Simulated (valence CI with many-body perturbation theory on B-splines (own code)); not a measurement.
# E1 transitions of I XXIII

Method: relativistic CI+MBPT: three valence electrons over a frozen Dirac-Fock core [Ar] 3d10, radial functions for each j: 11 s, 11 p, 9 d, 7 f, 5 g, 2 h, 1 i, with the one-electron correlation potential Σ1 (screened to all orders), the two-electron term Σ2, the three-electron term Σ3, Breit, model QED; selected single and double excitations, second order for the rest (own B-spline code, finite nucleus).

No measured levels were compared; by estimate levels hold to about 250 cm⁻¹ or 0.2 % of their energy and the worst to 1 %, as in measured heavy ions of charge 2 to 7; those with d or f electrons hold less well.

Lines 101 to 150 of 266 in falling wavelength, among levels below 1920800 cm⁻¹, chosen from the strongest by gf and those to the six lowest levels. Wavelengths and rates use the calculated energies, so an error of 2000 cm⁻¹ moves a line at 169.4 Å by 0.34 % and its rate by three times that or more. Electric multipoles are in the length gauge, E1 and E2 with the static RPA response of the core. Weak lines are less certain than strong ones. Lines between different terms over intervals too small for the method are left out, as are lines whose strength nearly cancels. Where a level lies close to another of its J and parity, the split of strength between their lines is uncertain. The highest levels of a list are the least certain.

Levels are named by their leading jj configuration (3d3/2^4 stands for four electrons in 3d with j = 3/2), which in mixed levels can hold well under half, so a name can repeat and another be missing. Letters in brackets count levels of one name in rising energy.

```csv
λ vac (Å),Upper,Lower,A (s⁻¹),S (a.u.)
169.4,(4p1/2 4p3/2^2) J=3/2,(4s 4p1/2 4p3/2) J=3/2 [a],3.56e+10,3.41e-01
169.3,(4s 4p3/2 4d5/2) J=1/2,(4s^2 4d3/2) J=3/2,2.50e+10,1.20e-01
169.1,(4s 4p3/2^2) J=3/2,(4s^2 4p3/2) J=3/2,1.11e+11,1.06e+00
168.9,(4p1/2 4p3/2 4d5/2) J=3/2 [a],(4s 4p1/2 4d3/2) J=5/2,1.11e+10,1.06e-01
168.6,(4p1/2 4p3/2 4d5/2) J=5/2 [a],(4s 4p1/2 4d3/2) J=5/2,1.95e+10,2.76e-01
168.5,(4s 4p3/2 4d5/2) J=5/2 [b],(4s^2 4d5/2) J=5/2,6.65e+10,9.42e-01
167.8,(4p3/2^3) J=3/2 [b],(4s 4p3/2^2) J=5/2,1.38e+10,1.29e-01
167.8,(4p1/2 4p3/2^2) J=5/2,(4s 4p1/2 4p3/2) J=3/2 [a],1.67e+08,2.34e-03
166.0,(4s 4p1/2 4d3/2) J=5/2,(4s 4p1/2 4p3/2) J=3/2 [b],2.14e+08,2.91e-03
164.5,(4s 4p3/2 4d5/2) J=3/2 [b],(4s^2 4d3/2) J=3/2,6.49e+10,5.70e-01
157.2,(4s 4p1/2 4d3/2) J=3/2,(4s 4p1/2 4p3/2) J=5/2,3.24e+08,2.48e-03
156.1,(4s 4p3/2 4d5/2) J=3/2 [a],(4s 4p3/2^2) J=3/2,2.12e+10,1.59e-01
155.1,(4p1/2 4p3/2 4d3/2) J=3/2 [a],(4p1/2 4p3/2^2) J=5/2,2.10e+10,1.55e-01
154.0,(4s 4p1/2 4d5/2) J=5/2 [a],(4s 4p1/2 4p3/2) J=3/2 [b],1.48e+09,1.60e-02
153.9,(4p3/2^3) J=3/2 [a],(4s 4p1/2 4p3/2) J=3/2 [b],6.39e+07,4.60e-04
153.0,(4p1/2 4p3/2^2) J=1/2,(4s 4p1/2 4p3/2) J=3/2 [a],8.60e+08,3.04e-03
151.8,(4s 4p1/2 4d3/2) J=5/2,(4s 4p1/2 4p3/2) J=5/2,1.12e+10,1.16e-01
151.7,(4s 4p1/2 4d3/2) J=1/2,(4s 4p1/2 4p3/2) J=3/2 [b],2.87e+08,9.90e-04
151.5,(4p3/2^3) J=3/2 [b],(4s 4p1/2 4p3/2) J=3/2 [b],1.60e+10,1.10e-01
149.4,(4s 4p1/2 4d3/2) J=3/2,(4s 4p1/2 4p3/2) J=3/2 [a],4.93e+09,3.24e-02
148.9,(4p1/2 4p3/2^2) J=3/2,(4s 4p1/2^2) J=1/2,1.22e+10,7.97e-02
146.2,(4p1/2^2 4d5/2) J=5/2,(4p1/2^2 4p3/2) J=3/2,2.15e+10,1.99e-01
145.9,(4s 4p3/2 4d5/2) J=7/2 [a],(4s 4p3/2^2) J=5/2,1.70e+10,2.09e-01
145.9,(4s 4p3/2 4d3/2) J=3/2,(4s 4p3/2^2) J=5/2,1.82e+10,1.12e-01
145.3,(4s 4p1/2 4d5/2) J=3/2,(4s 4p1/2 4p3/2) J=1/2,5.81e+10,3.52e-01
145.2,(4p1/2 4p3/2 4d5/2) J=5/2 [a],(4p1/2 4p3/2^2) J=5/2,1.19e+10,1.08e-01
144.6,(4s 4p1/2 4d3/2) J=5/2,(4s 4p1/2 4p3/2) J=3/2 [a],5.75e+09,5.15e-02
144.3,(4p1/2 4p3/2 4d5/2) J=3/2 [a],(4p1/2 4p3/2^2) J=3/2,3.82e+10,2.27e-01
144.0,(4p1/2 4p3/2 4d5/2) J=5/2 [a],(4p1/2 4p3/2^2) J=3/2,1.45e+10,1.28e-01
143.4,(4s 4p1/2 4d5/2) J=7/2,(4s 4p1/2 4p3/2) J=5/2,3.01e+10,3.51e-01
141.9,(4s 4p3/2 4d3/2) J=1/2 [b],(4s 4p3/2^2) J=1/2,5.58e+10,1.58e-01
141.8,(4s 4p1/2 4d5/2) J=5/2 [b],(4s 4p1/2 4p3/2) J=3/2 [b],8.16e+10,6.89e-01
141.7,(4s 4p1/2 4d5/2) J=5/2 [a],(4s 4p1/2 4p3/2) J=5/2,2.63e+10,2.22e-01
141.7,(4p3/2^3) J=3/2 [a],(4s 4p1/2 4p3/2) J=5/2,1.29e+09,7.24e-03
141.6,(4p3/2^2 4d5/2) J=1/2,(4p3/2^3) J=3/2 [b],3.70e+10,1.04e-01
141.6,(4p1/2 4p3/2 4d5/2) J=3/2 [b],(4p1/2 4p3/2^2) J=1/2,4.97e+10,2.79e-01
141.1,(4s 4p3/2^2) J=1/2,(4s^2 4p1/2) J=1/2,4.23e+09,1.17e-02
140.9,(4p1/2 4p3/2 4d5/2) J=1/2,(4p1/2 4p3/2^2) J=1/2,1.29e+11,3.57e-01
140.6,(4s 4p3/2 4d5/2) J=1/2,(4s 4p3/2^2) J=3/2,5.06e+10,1.39e-01
140.5,(4s^2 4d3/2) J=3/2,(4s^2 4p3/2) J=3/2,4.26e+10,2.33e-01
140.4,(4p1/2 4p3/2 4d5/2) J=7/2 [b],(4p1/2 4p3/2^2) J=5/2,4.11e+10,4.49e-01
140.1,(4s 4p3/2 4d5/2) J=5/2 [a],(4s 4p3/2^2) J=5/2,1.13e+11,9.18e-01
139.6,(4s 4p3/2^2) J=3/2,(4s^2 4p1/2) J=1/2,2.55e+10,1.37e-01
139.6,(4p3/2^3) J=3/2 [b],(4s 4p1/2 4p3/2) J=5/2,2.54e+09,1.36e-02
139.5,(4p3/2^2 4d5/2) J=1/2,(4p3/2^3) J=3/2 [a],1.05e+11,2.81e-01
139.4,(4p1/2 4p3/2 4d5/2) J=5/2 [b],(4p1/2 4p3/2^2) J=5/2,4.67e+10,3.75e-01
139.1,(4s 4p3/2 4d5/2) J=1/2,(4s 4p3/2^2) J=1/2,1.08e+11,2.87e-01
138.9,(4s 4p1/2 4d5/2) J=3/2,(4s 4p1/2 4p3/2) J=3/2 [b],7.54e+10,3.99e-01
138.7,(4p1/2 4p3/2 4d3/2) J=3/2 [b],(4p1/2 4p3/2^2) J=5/2,1.98e+10,1.04e-01
138.3,(4p1/2 4p3/2 4d5/2) J=5/2 [b],(4p1/2 4p3/2^2) J=3/2,3.46e+10,2.71e-01
```
